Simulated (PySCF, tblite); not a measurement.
Isomers of C7H14N2, one GFN2-xTB conformer each. Single-point energies are computed at PBE0/pcSseg-1 (PySCF, gas phase, no added dispersion term), electronic only.

Question: Rank them by PBE0/pcSseg-1 energy, lowest first (kJ/mol).
A. `[CH3:1][CH2:2]/[CH:3]=[N:4]\[NH:5][CH:6]1[CH2:7][CH2:8][CH2:9]1` with C1–C2–C3–N4 -85°, C3–N4–N5–C6 165°, N4–N5–C6–C7 -104°, N5–C6–C7–C8 -131°, C6–C7–C8–C9 12°, C7–C8–C9–C6 -12°, N5–C6–C9–C8 133°
B. `[CH3:1][CH2:2][N:3]([CH3:4])/[N:5]=[CH:6]\[CH:7]1[CH2:8][CH2:9]1` with C1–C2–N3–C4 -68°, C2–N3–N5–C6 -166°, N5–C6–C7–C8 159°

Answer: A (0.0), B (43.4).

As drawn, the lower has a four-membered ring and an N–H bond, which the higher lacks; the higher has a three-membered ring, which the lower lacks. GFN2-xTB itself gives, in the same order: 0.0, 24.7. Both levels put the same isomer lowest.

Question: Which frontier levels, dipoles and rotational constants go with these structures?

Answer: 
| SMILES | HOMO (eV, PBE0/pcSseg-1) | LUMO (eV) | dipole (D) | A, B, C (MHz) |
| --- | --- | --- | --- | --- |
| CC/C=N\NC1CCC1 | -5.89 | 0.55 | 1.86 | 3651, 739.0, 689.2 |
| CCN(C)/N=C\C1CC1 | -5.48 | 0.86 | 2.01 | 4137, 738.5, 710.4 |

Question: What happens when harmonic zero-point energies from GFN2-xTB frequencies are added?

Answer: 
```json
{"SMILES": "CC/C=N\\NC1CCC1", "ZPE (kJ/mol)": "530.4", "electronic (kJ/mol)": "0.0", "with ZPE (kJ/mol)": "0.0"}
{"SMILES": "CCN(C)/N=C\\C1CC1", "ZPE (kJ/mol)": "526.7", "electronic (kJ/mol)": "43.4", "with ZPE (kJ/mol)": "39.7"}
```

The zero-point energies span 3.7 kJ/mol. The order is unchanged.

Question: As an exercise, what shares would exp(−E/RT) give at 2000 K from these electronic energies alone (no entropy, no degeneracies)?

Answer: RT = 16.629 kJ/mol: CC/C=N\NC1CCC1 93.1 %, CCN(C)/N=C\C1CC1 6.9 %.
